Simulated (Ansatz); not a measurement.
Consider the homolysis of the B–Si bond: `B[SiH2][SiH2][SiH3]` → `[BH2]`• + `[SiH2][SiH2][SiH3]`•.

Calculated with Ansatz (gas phase, PBE0-D4/def2-TZVP geometries, no zero-point term in ΔE). CBS: MP2 limit from def2 TZ/QZ plus the TZ coupled-cluster correction, frozen cores. This one scheme is used for every species. Functionals use def2-TZVPP. Open shells (•) are unrestricted, without spin–orbit coupling. One conformer a species, not always the lowest.

`B[SiH2][SiH2][SiH3]`:

Cartesian coordinates in Å:
```
B -0.281 0.409 -2.213
Si -1.433 -0.505 -0.874
Si -0.575 0.321 1.161
Si 1.705 -0.169 1.322
H 0.773 -0.058 -2.531
H -0.568 1.487 -2.641
H -1.279 -1.986 -0.833
H -2.882 -0.165 -0.945
H -0.769 1.796 1.226
H -1.316 -0.296 2.297
H 2.432 0.514 0.217
H 1.920 -1.635 1.193
H 2.273 0.286 2.620
```

`[BH2]`•:

```xyz
3

B    -0.003   -0.040   -0.336
H    -1.076    0.004    0.180
H     1.079    0.036    0.156
```

`[SiH2][SiH2][SiH3]`•:

Cartesian coordinates in Å:
```
Si -0.002 0.462 -2.078
Si 0.508 -0.748 -0.162
Si -0.223 0.450 1.708
H -1.434 0.855 -2.179
H 0.452 -0.141 -3.362
H 1.984 -0.933 -0.101
H -0.125 -2.100 -0.168
H -1.688 0.690 1.611
H 0.472 1.764 1.767
H 0.056 -0.299 2.963
```

| level | ΔE (eV) | difference from CCSD(T)/CBS |
| --- | --- | --- |
| revPBE-D4 | 3.68 | -0.18 |
| PBE0-D4 | 3.76 | -0.10 |
| ωB97X-V | 3.92 | 0.06 |
| ωB97M-V | 3.92 | 0.06 |
| PBE | 3.74 | -0.12 |
| revPBE | 3.54 | -0.32 |
| PBE0 | 3.71 | -0.15 |
| LC-ωPBE | 3.67 | -0.19 |
| RPA@PBE/def2-TZVPP | 3.58 | -0.28 |
| HF/def2-TZVPP | 2.72 | -1.14 |
| CCSD(T)/CBS | 3.86 | 0 |

Question: What do rigid-rotor, harmonic-oscillator terms from PBE0-D4/def2-TZVP frequencies (298.15 K, 1 bar) make of the CCSD(T)/CBS value? (Estimate.)

Answer: Ansatz gave: ΔZPE = -0.20 eV, ΔH = +3.71 eV, ΔS = 155 J/(mol·K), ΔG = +3.23 eV. Open shells count their whole term as degenerate. Modes under 50 cm⁻¹ make the entropy rough.

Largest T1 diagnostic among the species: 0.015.

From PBE to PBE0 (25 % exact exchange), in def2-TZVPP and without D4, ΔE moves by −0.03 eV: exact exchange takes away binding that semilocal exchange gives to molecules. In def2-TZVPP, CCSD(T) changes the Hartree–Fock value by +1.04 eV (the triples alone add +0.08 eV) and MP2 by +1.04 eV; breaking electron pairs costs correlation energy, which Hartree–Fock lacks.
